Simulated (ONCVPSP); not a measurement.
Gd (Z = 64), ONCV: configuration errors across variants

ONCVPSP 4.0.1 input, shortened (lines: element, Z, core and valence counts, functional; n l f; lmax; l rc ep ncon nbas qcut; lloc lpopt rc5 dvloc0; l nproj debl; icmod fcfact rcfact), PBE, fully relativistic:

```
  Gd 64.00   10    4        4      upf
    1    0    2.00
    2    0    2.00
    2    1    6.00
    3    0    2.00
    3    1    6.00
    3    2   10.00
    4    0    2.00
    4    1    6.00
    4    2   10.00
    5    0    2.00
    4    3    7.00
    5    1    6.00
    5    2    1.00
    6    0    2.00
    3
    0    3.50    0.00    3    7    1.50
    1    2.45    0.00    3    7    6.10
    2    2.85    0.00    4    9    5.20
    3    0.95    0.00    3    8   16.30
    4    5    0.75    2.00
    0    2    3.80
    1    2    0.80
    2    1    3.60
    3    2    2.70
    0    0.00    0.00
```

Open shells are filled in proportion to 2j + 1.

In the p channel the program set the typed energies aside and used -0.955, 0.250 Ha (j = l + 1/2; the other j can differ).

All-electron excitation energies from the reference (eV): (1) 4f7 5p6 5d1 6s1 6.646; (2) 4f7 5p6 5d1 6s0 18.745; (3) 4f7 5p6 5d1 6s0 6p1 10.203.

A true bound ghost makes a file unfit for plane-wave use even where its test errors are small: the radial tests pick states by their node count and pass the ghost by.

Errors AE − PS in meV (a dash: test not solved or not reliable):

```tsv
change	(1)	(2)	(3)	bound ghosts	GHOST(+) flags above zero
base	-12	-16	-25	s, p3/2, p1/2	s, d5/2, d3/2
f: qcut 9.6	-12	-16	-25	s, p3/2, p1/2	s, d5/2, d3/2
f: qcut 12.3	-12	-16	-25	s, p3/2, p1/2	s, d5/2, d3/2
f: qcut 14.6	-12	-16	-25	s, p3/2, p1/2	s, d5/2, d3/2
f: qcut 16.4	-12	-16	-25	s, p3/2, p1/2	s, d5/2, d3/2
f: qcut 18	-12	-16	-25	s, p3/2, p1/2	s, d5/2, d3/2
f: qcut 20.5	-12	-16	-25	s, p3/2, p1/2	s, d5/2, d3/2
f: qcut 24.3	-12	-16	-25	s, p3/2, p1/2	s, d5/2, d3/2
```

Q: Give the same row for: f: qcut 22.8.

A: -12, -16, -25; bound ghosts: s, p3/2, p1/2; GHOST(+) flags above zero: s, d5/2, d3/2.
